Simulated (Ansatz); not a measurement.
One change: `C=[C](F)[GeH3]` becomes `C=C(F)[SiH2]Cl`.

Ansatz, PBE0-D4/def2-TZVP geometries, multiplicity 1. Each molecule was computed in one conformer, which needn't be the lowest.

Scalar relativity is left out up to krypton.

| property | `C=[C](F)[GeH3]` |
| --- | --- |
| size of the dipole moment (ωB97M-V/def2-TZVPP) / D | 1.32 |
| size of the dipole moment (PBE/def2-TZVPP) / D | 1.14 |
| HOMO energy (PBE0/def2-TZVPP) / eV | -7.73 |
| LUMO energy (PBE0/def2-TZVPP) / eV | -0.19 |
| LUMO energy (PBE/def2-TZVPP) / eV | -1.17 |
| HOMO energy (B3LYP/def2-TZVPP) / eV | -7.51 |

**Question.** What does the change do to each property? (An estimate is asked.)

**Answer.** Ansatz gave: 
```
                                          property  `C=C(F)[SiH2]Cl`  shift
size of the dipole moment (ωB97M-V/def2-TZVPP) / D              2.03   0.71
    size of the dipole moment (PBE/def2-TZVPP) / D              1.87   0.73
                HOMO energy (PBE0/def2-TZVPP) / eV             -8.11  -0.38
                LUMO energy (PBE0/def2-TZVPP) / eV             -0.91  -0.72
                 LUMO energy (PBE/def2-TZVPP) / eV             -1.86  -0.69
               HOMO energy (B3LYP/def2-TZVPP) / eV             -7.87  -0.36
```

With PBE0 the HOMO falls by 0.38 eV and the LUMO falls by 0.72 eV, so the gap narrows by about 0.34 eV. PBE moves the HOMO by -0.36 eV and ωB97M-V by -0.37 eV. Dipoles are sizes alone; their direction can turn.

Positive LUMOs are unbound, so they and the gaps depend on the basis.

B3LYP here is the variant with VWN-RPA as its local correlation; programs differ in this.
